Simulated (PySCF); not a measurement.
## Excitation energy of Pt by level of theory

Pt [Xe] 4f14 5d9 6s1 (3D) → Pt [Xe] 4f14 5d8 6s1 7s1 (5F), as a difference of total energies. Computed with PySCF 2.14 in aug-cc-pwCVDZ-PP with ECP60MDF (6s6p5d3f, 70 functions), with a scalar-relativistic core potential. Correlated levels: valence and next inner shell: nothing frozen outside the core potential. The calculations carry no spin-orbit coupling.

```tsv
method	excitation energy (eV)
UHF	5.404
MP2 (valence and next inner shell)	7.109
SCS-MP2 (valence and next inner shell)	7.022
CCSD (valence and next inner shell)	6.730
CCSD(T) (valence and next inner shell)	6.859
```

Q: How much does correlation contribute at CCSD(T) (valence and next inner shell)?

A: 6.859 − (5.404) = 1.455 eV, measured against UHF.

The promoted electron is Rydberg-like, and one or two diffuse shells describe it only roughly, which tends to raise the upper state.
